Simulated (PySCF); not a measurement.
BrH4NSn, SMILES [NH2][SnH2][Br].

Geometry: B3LYP-D3(BJ)/def2-SVP. The structure was generated by enumeration; whether it is a known compound was not checked. The def2 effective core potentials stand for the cores of Sn; spin–orbit coupling is left out. Other conformers were not sampled.

Two levels are set side by side: TDA-PBE/def2-SVPD (PySCF) and TDA-B3LYP/def2-SVPD (PySCF). Vertical, same geometry. The lowest singlet is HOMO→LUMO 96 % with PBE and HOMO→LUMO 95 % with the other functional; states are paired by order. Differences are taken from unrounded values.

| quantity | TDA-B3LYP |
|---|---|
| lowest singlet excitation (eV) | 5.09 |
| lowest triplet excitation (TDA) (eV) | 4.61 |

Task: What does TDA-PBE give, and how far is it from TDA-B3LYP? (The exact figures need the calculation; the answer reports its results.)

Result: 
| quantity | TDA-PBE | TDA-PBE minus TDA-B3LYP |
|---|---|---|
| lowest singlet excitation (eV) | 4.48 | -0.61 |
| lowest triplet excitation (TDA) (eV) | 4.09 | -0.52 |

Functionals without exact exchange tend to place singlet excitations lower, as here. Differences between two approximate levels are no errors against the true value.

Rough cost on one machine, each run with all the roots and properties that it gave: TDA-B3LYP against TDA-PBE within a factor of 2.
